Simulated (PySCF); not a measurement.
**[OsOF3]+ relaxed at several levels**

Computed with PySCF 2.14.0, def2-SVP on the ligands, density fitting, scalar-relativistic core potentials, no spin-orbit coupling, vacuum. Each row is relaxed at its own level from the same template. Distances are means of the shortest metal–ligand contacts, charges and spins Mulliken's.

```json
{"level": "B3LYP", "basis on the metal": "def2-SVP with ECP60", "state": "triplet", "point group": "Cs", "M–O (Å)": "1.655", "M–F (Å)": "1.824", "charge on M (e)": "1.60", "spin on M (e)": "1.37", "HOMO–LUMO gap (eV)": "3.23", "strongest infrared band, degenerate modes summed (cm⁻¹)": "760", "unstable modes (below −25 cm⁻¹)": "0"}
```

(1) What does the calculation give for r2SCAN, def2-SVP with ECP60?

Moved off a saddle point of the template and relaxed again: B3LYP, r2SCAN. One start shape was tried for each, so a minimum needn't be the lowest isomer. Open shells may have lower solutions than those found.

Answers

(1) state: triplet, point group: Cs, M–O (Å): 1.656, M–F (Å): 1.822, charge on M (e): 1.61, spin on M (e): 1.43, HOMO–LUMO gap (eV): 1.78, unstable modes (below −25 cm⁻¹): not given.
```xyz
5

Os   -0.0633    0.0881    0.0398
O     0.9120    1.0381    0.9824
F    -0.8183   -1.2588    1.0017
F     0.6889   -1.0967   -1.1294
F    -0.8139    1.0370   -1.3191
```
